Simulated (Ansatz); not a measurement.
Consider the ligand exchange at the Si–C bond: `F[SiH2]C1C=NC1` + `CO[SiH2]N` → `CO[SiH2]N[SiH2]F` + `C1=NCC1`.

Computed with Ansatz on PBE0-D4/def2-TZVP structures; ΔE is electronic, products minus reactants. CCSD(T)/CBS is the MP2 limit (def2-TZVPP, def2-QZVPP) plus CCSD(T) − MP2 in def2-TZVPP, frozen cores. This one scheme is used for every species. DFT in def2-TZVPP. One conformer a species, not always the lowest.

| level | ΔE (kJ/mol) |
| --- | --- |
| ωB97X-V | -72.6 |
| r2SCAN | -71.6 |

Task: What does CCSD(T)/CBS give? (Estimate.)

Result: The calculation gave: -73.8 kJ/mol. The listed levels differ from it by 1.2, 2.2 kJ/mol.

Largest T1 diagnostic among the species: 0.012.

In def2-TZVPP, CCSD(T) changes the Hartree–Fock value by +13.1 kJ/mol (the triples alone add +2.2 kJ/mol) and MP2 by +14.9 kJ/mol. From PBE to PBE0 (25 % exact exchange), in def2-TZVPP and without D4, ΔE moves by −4.3 kJ/mol.
